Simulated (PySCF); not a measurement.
# Radial density of C (carbon, neutral)

UHF, [He] 2s1 2p2 3d1, one real determinant (an excited configuration). Calculation: PySCF 2.14, in x2c-TZVPPall with one added diffuse shell each of s, p, d type (6s4p3d1f, 40 functions); scalar relativity by spin-free X2C-1e.

```tsv
r (bohr)	4πr²ρ (e/bohr)	4πr²(ρα − ρβ)
0.00388	0.02336	0.0007
0.00653	0.06387	0.0018
0.0110	0.1694	0.0048
0.0185	0.4359	0.0124
0.0311	1.056	0.0296
0.0523	2.318	0.0637
0.0879	4.297	0.1140
0.148	6.039	0.1539
0.249	5.425	0.1642
0.419	2.618	0.3843
0.704	1.578	1.2963
1.18	1.994	1.9893
1.99	1.029	1.0289
3.35	0.3832	0.3832
5.63	0.1471	0.1471
9.48	0.0001743	0.0002
```

Densities and radii are taken from the X2C orbitals without a picture-change correction, which distorts them close to the nucleus.

⟨L²⟩ = 7.98 against 12 for a pure F term, so this real determinant mixes terms. The outer electron is Rydberg-like, and this basis confines it to a smaller radius and binds it less than a complete one would. At UHF the highest occupied level has a positive energy, so only the finite basis holds that electron; for this excited configuration the basis is too tight for the outer shell.
